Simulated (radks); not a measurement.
Results of a calculation; reference values are marked as such.
Task: The table gives one normalised radial function P(r) = r R(r) of Be in [He] 2s2 (r in bohr). Code: a radial shooting solver on a logarithmic mesh with Libxc functionals. Model: scalar-relativistic Kohn-Sham, LDA (Slater exchange, VWN5 correlation), spin-polarised, spherical densities, finite nucleus; Fermi nuclear charge, rms radius 2.519 fm; hard spherical wall at 2.5 bohr.

r	P
0.01253	0.0006
0.01618	0.0010
0.02074	0.0016
0.02679	0.0027
0.03433	0.0043
0.04435	0.0071
0.05683	0.0113
0.07341	0.0183
0.09407	0.0288
0.1215	0.0457
0.1557	0.0706
0.2011	0.1088
0.2578	0.1624
0.333	0.2399
0.4267	0.3409
0.5512	0.4734
0.7063	0.6244
0.9124	0.7855
1.169	0.9035
1.51	0.8942
1.935	0.6274
2.5	0.0000

Which n and l does it have? It may be an empty orbital.

Result: n = 2, l = 1: the number of nodes gives n - l - 1 = 0, the rise at small r (about r^(l+1)) gives l, and the extent must fit the shell. The curve is that of 2p. 2p (empty): eigenvalue 21.792 eV, 0 radial nodes, <r> = 1.32 bohr, 90 % of the charge inside 1.89 bohr.
